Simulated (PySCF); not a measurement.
# TcO3, doublet: structure and spectrum

All numbers come from UB3LYP/[Tc def2-TZVP with ECP28, O def2-TZVP], scalar-relativistic core potentials, density fitting, no spin–orbit coupling, PySCF.

The structure is a minimum.

```xyz
4
charge 0 multiplicity 2, angstrom
Tc    0.0000    0.0000   -0.1150
O     1.6467    0.0000    0.2355
O    -0.8234    1.4261    0.2355
O    -0.8234   -1.4261    0.2355
```

| Quantity | Value |
| --- | --- |
| Point group | C3v |
| Bond lengths | Tc–O 1.684 Å (×3) |
| Bond angles | O–Tc–O 115.8° (×3) |
| Dipole moment | 1.86 D |
| Rotational constants | 0.2442, 0.2442, 0.1296 cm⁻¹ |
| Entropy at 298.15 K and 1 bar (electronic part: spin only) | 292.8 J/(mol K) |
| Atomisation energy without zero-point energy | 1619 kJ/mol |
| Principal polarisabilities | 30.6, 46.8, 46.8 bohr³ |
| Enthalpy at 298.15 K above 0 K | 13.74 kJ/mol |
| Heat capacity Cp at 298.15 K | 59.2 J/(mol K) |
| Lowest empty level (β) | -5.32 eV |
| Rotational symmetry number | 3 |
| Zero-point energy | 23.1 kJ/mol |
| Highest occupied level (α) | -8.37 eV |
| Principal quadrupole moments (Buckingham, traceless) about the centre of mass | -3.66, -3.66, 7.31 D Å |
| Spin squared ⟨S²⟩ | 0.754 |

Harmonic modes (masses in u: Tc 98.907, O 15.995):
```
symmetry  ω (cm⁻¹)  IR (km/mol, summed over degenerate members)  μ (u)
      a1       186                                         28.1  21.41
       e       331                                          3.1  17.55
       e      1002                                          379  19.26
      a1      1010                                          9.3  16.34
```

In C3v the vibrations span 2a1 + 2e.

Charges (e):
```
  atom  Mulliken  Löwdin  polar tensor  spin (Mulliken)  Mayer order to Tc1
   Tc1      1.62    0.82          1.80             0.93                   –
O2,3,4     -0.54   -0.27         -0.60             0.02                1.76
```

Mulliken populations on Tc1 (electrons outside its core potential): s 2.29, p 6.27, d 4.76, f 0.07.

Outer orbital energies (eV). α occupied: -12.85, -12.66, -12.66, -10.34, -10.05, -10.05, -9.73, -8.37; empty: -4.32, -4.32, -1.22, -1.22. β occupied: -13.54, -12.50, -12.50, -12.23, -10.38, -9.92, -9.92, -9.77; empty: -5.32, -4.06, -4.06, -1.00.

Formally Tc is in oxidation state +6, d1, with 1 unpaired electron. The Mulliken spin on Tc is 0.93. The polar-tensor charge on Tc, 1.80, is far below the formal one.

Only a few start shapes were tried, so a lower isomer may exist. With open d or f shells other occupations or spin states may lie lower.

The final relaxation and frequency run took 110 s on 4 threads of a shared Intel Xeon @ 2.50GHz (Skylake/Cascade Lake) host, with 133 basis functions and 9 gradients; the process peaked at 1.4 GiB.
